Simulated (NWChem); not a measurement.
Molecule: C2H6ClGa; SMILES [CH3][Ga]([CH3])[Cl]

```xyz
10

Ga     0.0031     0.3590     0.0000
C      0.0010     1.1510    -1.7888
H     -0.9265     0.8706    -2.3124
H      0.0744     2.2477    -1.7614
H      0.8414     0.7486    -2.3749
C      0.0010     1.1510     1.7888
H     -0.9265     0.8706     2.3124
H      0.8414     0.7486     2.3749
H      0.0744     2.2477     1.7614
Cl    -0.0045    -1.8208     0.0000
```
Atoms are numbered in this order, from 1.

Results from NWChem. Structure relaxed at the PBE0/def2-SVP level. Vzz is the largest principal value of the second derivative of the potential at the nucleus (NWChem prints the opposite sign); η is the asymmetry. Non-relativistic.

```json
[
 {"level": "Hartree-Fock/cc-pVTZ", "Vzz Ga1 (a.u.)": "3.223", "η Ga1": "0.81", "Vzz Cl10 (a.u.)": "1.320", "η Cl10": "0.43"},
 {"level": "Hartree-Fock/def2-TZVP", "Vzz Ga1 (a.u.)": "[?]", "η Ga1": "0.81", "Vzz Cl10 (a.u.)": "1.430", "η Cl10": "0.45"},
 {"level": "B3LYP/cc-pVTZ", "Vzz Ga1 (a.u.)": "2.963", "η Ga1": "0.76", "Vzz Cl10 (a.u.)": "1.435", "η Cl10": "0.48"},
 {"level": "B3LYP/def2-SVP", "Vzz Ga1 (a.u.)": "2.434", "η Ga1": "0.72", "Vzz Cl10 (a.u.)": "1.456", "η Cl10": "0.43"}
]
```

Q: What belongs in the gaps?

A: 
- Hartree-Fock/def2-TZVP, Vzz Ga1 (a.u.): 3.425
